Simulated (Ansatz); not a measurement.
System: H3GeO, charge 0, doublet. H3GeO (SMILES [O][GeH3], doublet).
B3LYP-D3(BJ)/def2-TZVP minimum from Ansatz (a quantum-chemistry and plane-wave program):
```xyz
5

Ge     0.2882     0.0954     0.0138
O     -1.4276    -0.4546    -0.0686
H      1.0564    -1.2378     0.0696
H      0.6368     0.8961    -1.2519
H      0.5050     0.9266     1.2893
```
Charge 0, spin multiplicity 2.

Total energies in cc-pVTZ, 13 correlated electrons, 15 frozen orbitals. Radicals and triplets start from unrestricted determinants; spin-orbit coupling is neglected. Cores are frozen in correlated methods (noble-gas shells, and filled d and f shells in the p block). No relativity.

| method | program | energy (Eh) | minus CCSDT(Q) (mEh) |
|---|---|---|---|
| HF | Ansatz | -2152.00203 | 356.99 |
| MP2 | Ansatz | -2152.31459 | 44.43 |
| CCSD | Ansatz | -2152.34745 | 11.57 |
| CCSD(T) | Ansatz | -2152.35752 | 1.49 |
| CCSDT(Q) | Ansatz | -2152.35902 | 0.00 |

Rough core times of Ansatz's runs on a shared machine: CCSD(T) 2 min, CCSDT(Q) 40 min.
